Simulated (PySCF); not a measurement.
**`Nc1ccc(Br)cc1`, C₆H₆BrN**

Geometry (Å), atoms numbered from 1 in this order:
```xyz
14

N    -2.694    0.180    0.127
C    -1.327    0.034    0.046
C    -0.754   -1.142   -0.469
C     0.625   -1.311   -0.507
C     1.464   -0.305   -0.031
Br    3.339   -0.531   -0.085
C     0.917    0.869    0.484
C    -0.462    1.035    0.521
H    -3.254   -0.408   -0.475
H    -3.049    1.122    0.221
H    -1.402   -1.939   -0.843
H     1.051   -2.230   -0.912
H     1.572    1.659    0.856
H    -0.880    1.959    0.930
```

Computed with PySCF 2.14.0, quadratic response CAM-B3LYP/aug-cc-pVDZ first hyperpolarisability, Taylor convention, gas phase. Geometry: PBE0-D3(BJ)/def2-SVP.

The calculation is non-relativistic, which matters for the atoms heavier than Zn.

Question: Give β for the processes computed.

Answer: In au, Taylor convention; the vector part is βᵢ = ⅓ Σⱼ (βᵢⱼⱼ + βⱼᵢⱼ + βⱼⱼᵢ); β∥ is 3/5 of the vector part along the dipole, the dipole points from − to +:
| process | λ (nm) | β vector norm | β∥ | β HRS | depolarisation ratio |
| --- | --- | --- | --- | --- | --- |
| static β(0;0,0) | ∞ | 261.4 | 151.1 | 112.5 | 4.43 |
| second harmonic β(−2ω;ω,ω) | 1907 | 276.8 | 159.8 | 118.7 | 4.47 |
| Pockels β(−ω;ω,0) | 1907 | 266.4 | 153.9 | – | – |
| second harmonic β(−2ω;ω,ω) | 1064 | 316.9 | 182.7 | 134.6 | 4.56 |
| Pockels β(−ω;ω,0) | 1064 | 277.9 | 160.5 | – | – |

Question: Which lowest excitations, dipole and polarisabilities go with it?

Answer: S1 4.61 eV (f = 0.031); S2 4.83 eV (f = 0.007); S3 5.25 eV (f = 0.082); dipole 3.57 D; isotropic α 103.5 au static, 103.9 au at 1907 nm, 105.0 au at 1064 nm, 105.3 au at 953.5 nm, 110.1 au at 532 nm.
